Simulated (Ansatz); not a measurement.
Two structures of SnH6O, closed shell, reached by relaxing down either side of one saddle point (PBE0-D4/def2-TZVP). Energies are electronic, without zero-point energy. Computed with Ansatz 0.2.0 (basis: def2-TZVPP and def2-QZVPP); correlated methods freeze the cores. Filled d shells of the heavier atoms are correlated. Core potentials replace the inner electrons of the atoms past krypton. The def2 sets are not built for correlating such inner shells, so the correlated values are less sure here. Extrapolation: Hartree–Fock as exp(−7.88 √X), correlation as X^−2.97. First:

```json
{"atom": "Sn1", "x (Å)": "0.5841", "y (Å)": "-0.4763", "z (Å)": "1.0776"}
{"atom": "O2", "x (Å)": "-0.8601", "y (Å)": "0.3824", "z (Å)": "0.0455"}
{"atom": "H3", "x (Å)": "1.1597", "y (Å)": "-1.6663", "z (Å)": "0.0123"}
{"atom": "H4", "x (Å)": "-0.0948", "y (Å)": "-1.1323", "z (Å)": "2.5018"}
{"atom": "H5", "x (Å)": "1.7586", "y (Å)": "0.7075", "z (Å)": "1.4499"}
{"atom": "H6", "x (Å)": "-0.6962", "y (Å)": "0.5244", "z (Å)": "-2.4265"}
{"atom": "H7", "x (Å)": "-0.5782", "y (Å)": "0.5445", "z (Å)": "-3.1660"}
{"atom": "H8", "x (Å)": "-1.2730", "y (Å)": "1.1162", "z (Å)": "0.5055"}
```

Second:

Sn1  (1.211, -0.225, 0.229)
O2  (-1.868, 0.035, -0.401)
H3  (0.683, -1.776, -0.221)
H4  (0.413, 0.321, 1.633)
H5  (2.886, -0.310, 0.589)
H6  (-2.015, 0.641, -1.132)
H7  (1.017, 0.890, -1.045)
H8  (-2.327, 0.424, 0.347)
(Å)

Which bonds change from the first to the second?

SnH₄O ([OH][SnH3]) + H₂ → SnH₄ + H₂O; bonds formed: Sn1–H7, O2–H6; bonds broken: Sn1–O2, H6–H7.

Give the saddle point's structure and its height above each. (To be estimated.)

By the calculation: 36.87 kcal/mol above the first and 39.21 kcal/mol above the second (CCSD(T) at an estimated basis limit (MP2 extrapolated from triple and quadruple zeta, plus CCSD(T) − MP2 in triple zeta)).
```
8
angstrom
Sn 0.6483 -0.3659 0.3649
O -1.3820 0.2391 -0.1313
H 1.0412 -1.8879 -0.2823
H 0.1162 -0.5686 1.9891
H 1.8945 0.7990 0.3880
H -0.7237 0.4719 -1.0936
H 0.2108 0.3402 -1.5665
H -1.8052 0.9722 0.3317
```

The T1 diagnostic stays at or below 0.015.

Labels in which every atom is bracketed show which atoms are joined, not bond orders.

For scale, one of the runs: CCSD(T)/def2-TZVPP, 165 basis functions, launched by `ansatz run in.yaml --threads 2 --pin off --events-out ev --progress --plain --max-ram 4352MiB`. Time: 52 s of wall clock on 2 CPU threads of an Arm Neoverse V1; the host was shared. Peak host memory: 1.5 GiB.
